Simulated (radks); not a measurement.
Results of a calculation; reference values are marked as such.
Question: Ionisation of Cu2+, [Ar] 3d9, to Cu3+, [Ar] 3d8, under several functionals. Non-relativistic Kohn-Sham, spin-unpolarised, spherical densities, point nucleus; a radial shooting solver on a logarithmic mesh with Libxc functionals. Known Delta-SCF values: Wu-Cohen GGA 39.301 eV; PW91 39.403 eV. What does revPBE give, and what is its highest occupied eigenvalue?

Answer: 39.169 eV by Delta-SCF; the 3d eigenvalue is -29.713 eV. NIST: 36.84 eV (measured).

Beside tabulated values, note that spin-unpolarised runs miss the spin-polarisation part of the exchange energy of open shells.
